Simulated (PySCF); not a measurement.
**Steps of a relaxation of [La(NH3)2]3+**

[La(NH3)2]3+ (singlet; a saddle point, relaxed within its symmetry). PySCF 2.14.0, RKS BP86, La lcecp-1-SVP with ECP46, N def2-SVP, H def2-SVP; non-relativistic Hamiltonian with scalar-relativistic core potentials where named; density fitting; no spin-orbit coupling. Origin of the start: template. Columns: position (Å) and force (eV/Å). Energies are counted from the last step; some of the 6 steps are shown. Forces carry noise of the integration grid, about 0.01 to 0.03 eV/Å.

Run from Python with OMP_NUM_THREADS=2. Where DIIS fails, smearing, a level shift and second-order steps follow.
It took 20 s on 2 threads of Arm Neoverse V1, with other jobs on the host, from the converged density of the start.

```xyz
9
step 0  E = 0.138 eV
La    0.0000    0.0000    0.0000     0.00    0.00    0.00
N     0.0000    0.0000    2.6200     0.00    0.00   -1.98
H     0.8133    0.4696    3.0180     0.74    0.43    0.67
H    -0.8133    0.4696    3.0180    -0.74    0.43    0.67
H     0.0000   -0.9392    3.0180     0.00   -0.85    0.67
N     0.0000    0.0000   -2.6200     0.00    0.00    1.98
H     0.8133   -0.4696   -3.0180     0.74   -0.43   -0.67
H    -0.8133   -0.4696   -3.0180    -0.74   -0.43   -0.67
H     0.0000    0.9392   -3.0180     0.00    0.85   -0.67
```

```xyz
9
step 2  E = 0.002 eV
La    0.0000    0.0000    0.0000     0.00    0.00    0.00
N     0.0000    0.0000    2.5942     0.00    0.00   -0.04
H     0.8193    0.4730    3.0504    -0.07   -0.04    0.03
H    -0.8193    0.4730    3.0504     0.07   -0.04    0.03
H     0.0000   -0.9461    3.0504     0.00    0.08    0.03
N     0.0000    0.0000   -2.5942     0.00    0.00    0.04
H     0.8193   -0.4730   -3.0504    -0.07    0.04   -0.03
H    -0.8193   -0.4730   -3.0504     0.07    0.04   -0.03
H     0.0000    0.9461   -3.0504     0.00   -0.08   -0.03
```

```xyz
9
step 3  E = 0.000 eV
La    0.0000    0.0000    0.0000     0.00    0.00    0.00
N     0.0000    0.0000    2.5932     0.00    0.00    0.05
H     0.8160    0.4711    3.0564    -0.03   -0.01    0.00
H    -0.8160    0.4711    3.0564     0.03   -0.01    0.00
H     0.0000   -0.9422    3.0564     0.00    0.03    0.00
N     0.0000    0.0000   -2.5932     0.00    0.00   -0.05
H     0.8160   -0.4711   -3.0564    -0.03    0.01    0.00
H    -0.8160   -0.4711   -3.0564     0.03    0.01    0.00
H     0.0000    0.9422   -3.0564     0.00   -0.03    0.00
```

Where does the relaxation end?

It converges at step 5 in D3d:
```xyz
9
step 5  E = 0
La    0.0000    0.0000    0.0000
N     0.0000    0.0000    2.5960
H     0.8148    0.4704    3.0598
H    -0.8148    0.4704    3.0598
H     0.0000   -0.9408    3.0598
N     0.0000    0.0000   -2.5960
H     0.8148   -0.4704   -3.0598
H    -0.8148   -0.4704   -3.0598
H     0.0000    0.9408   -3.0598
```

How did the contacts change?


| contact | start (Å) | end (Å) |
| --- | --- | --- |
| La1–N2 (NH3) | 2.620 | 2.596 |
| La1–N6 (NH3) | 2.620 | 2.596 |
